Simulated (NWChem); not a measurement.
# Electron attachment to BN

```
B
N 1 1.3170
```
Charge 0, spin multiplicity 3.

The numbers come from NWChem runs, not from measurements. All single points use one geometry, from UPBE0/def2-SVP, a minimum by its harmonic frequencies.

Basis set: def2-TZVPD. −ε marks an orbital energy of the parent. The basis adds only a small set of diffuse functions.

B3LYP has NWChem's definition, with VWN1-RPA local correlation. This spin state was chosen for the runs; another may lie lower. The structure started from a generated list of species. The unpaired electrons of the parent sit in orbitals of symmetry a1 and b2 (C2v labels of the run); other states weren't searched. The stability of the SCF solutions was not checked.

**Question.** One of these methods gave a vertical electron affinity of 6.76 eV. Which?
A) −ε(beta LUMO) of B3LYP
B) −ε(beta LUMO) of PBE0
C) −ε(beta LUMO) of M06-2X
D) −ε(beta LUMO) of PBE

**Answer.** D, −ε(beta LUMO) of PBE. The others give 5.12 (−ε(beta LUMO) of PBE0), 5.64 (−ε(beta LUMO) of B3LYP), 4.41 (−ε(beta LUMO) of M06-2X).
